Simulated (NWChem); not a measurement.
Species: C₃H₄BFO; SMILES C=C1OCB1F

```xyz
10

C      1.3287    -1.6165     0.0000
C      0.3571    -0.6973     0.0000
O     -1.0206    -0.9670     0.0000
C     -1.4627     0.4434     0.0000
B      0.0783     0.8302     0.0000
F      0.7862     1.9416     0.0000
H      1.1159    -2.6818     0.0000
H      2.3666    -1.3026     0.0000
H     -2.0617     0.6589    -0.8924
H     -2.0617     0.6589     0.8924
```
Atoms are numbered in this order, from 1.

All runs: NWChem. Geometry: optimised at B3LYP/6-31G* (spherical d). Hybrids' shares of exact exchange are those that their runs print; pure functionals count as 0. The functionals differ in more than this share.

```csv
row,share of exact exchange,orbital gap (eV)
PBE/def2-TZVP,0.00,3.12
BLYP/def2-TZVP,0.00,3.12
B3LYP/def2-TZVP,0.20,4.81
PBE0/def2-TZVP,0.25,5.24
PW6B95/def2-TZVP,0.28,5.36
Hartree-Fock/def2-TZVP,1.00,withheld
```

Problem. Fit a straight line of the last column on the one before it, predict the withheld value, and compare with the run.

Solution. 
1. Means of the 5 shown rows: x = 0.146, y = 4.330. Slope Σ(x − x̄)(y − ȳ)/Σ(x − x̄)² = 0.6119/0.07432 = 8.233; intercept 3.128.
2. The shown rows scatter about the line by 0.044 (root mean square); the largest residual is -0.07, at PW6B95/def2-TZVP.
3. At x = 1.00 (Hartree-Fock/def2-TZVP; beyond the shown range) the line gives 11.36.
4. The run gives 11.57, +0.21 from the line, 4.8 times the scatter.
